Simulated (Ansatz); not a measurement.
Consider the ligand exchange at the Si–O bond: `CO[Si]O` + CH₃OH → `CO[Si]OC` + H₂O.

Calculated with Ansatz (gas phase, PBE0-D4/def2-TZVP geometries, no zero-point term in ΔE). CCSD(T)/CBS is the MP2 limit (def2-TZVPP, def2-QZVPP) plus CCSD(T) − MP2 in def2-TZVPP, frozen cores. This one scheme is used for every species. Functionals use def2-TZVPP. One conformer a species, not always the lowest.

`CO[Si]O`:

```xyz
8

C     0.255    0.798    1.007
O     0.219   -0.076   -0.101
Si   -1.180   -0.638   -0.790
O    -0.540   -1.572   -1.983
H     0.797    0.322    1.827
H    -0.750    1.060    1.357
H     0.778    1.716    0.728
H     0.421   -1.609   -2.046
```

CH₃OH:

Cartesian coordinates in Å:
```
C 0.129 0.194 0.269
O -0.137 -0.970 -0.479
H 0.688 -0.114 1.153
H -0.788 0.695 0.604
H 0.740 0.917 -0.285
H -0.631 -0.722 -1.262
```

`CO[Si]OC`:

Z-matrix (Å, degrees):
```
C
O 1 1.407
H 1 1.093 2 111.9
H 1 1.094 2 110.5 3 121.5
H 1 1.092 2 108.7 3 -119.8
Si 2 1.642 1 139.2 3 -33.6
O 6 1.642 2 108.4 1 -7.5
C 7 1.407 6 139.2 2 -7.5
H 8 1.092 7 108.7 6 -153.2
H 8 1.093 7 111.9 6 -33.4
H 8 1.094 7 110.5 6 88.0
```

H₂O:

Z-matrix (Å, degrees):
```
O
H 1 0.960
H 1 0.960 2 105.1
```

Problem. Is it downhill or uphill in electronic energy at CCSD(T)/CBS, and by how much? (Estimate.)

Solution. The calculation gave: Uphill: ΔE = +0.09 eV.

Problem. What do these levels give: PBE-D4, ωB97M-V, PBE, CCSD/def2-SVP, HF/def2-TZVPP, HF/def2-QZVPP? (An estimate is asked.)

Solution. Ansatz gave: PBE-D4 0.09, ωB97M-V 0.12, PBE 0.15, CCSD/def2-SVP 0.16, HF/def2-TZVPP 0.18, HF/def2-QZVPP 0.17 eV.

Largest T1 diagnostic among the species: 0.014.

In def2-TZVPP, CCSD(T) changes the Hartree–Fock value by −0.07 eV (the triples alone add −0.01 eV) and MP2 by −0.08 eV. The D4 term adds −0.08 eV with B3LYP and −0.05 eV with PBE0; it sums over pairs of atoms, weighted by their polarisabilities, and B3LYP, whose exchange is more repulsive, gets the larger term. Leaving LDA and LC-ωPBE aside and taking each functional with its dispersion term where it has one, the values, not all of them listed here, spread over 0.09 eV, from BLYP-D4 to PBE-QIDH. LDA lies −0.04 eV from PBE without D4.

B3LYP here is the variant with VWN-RPA as its local correlation; programs differ in this.
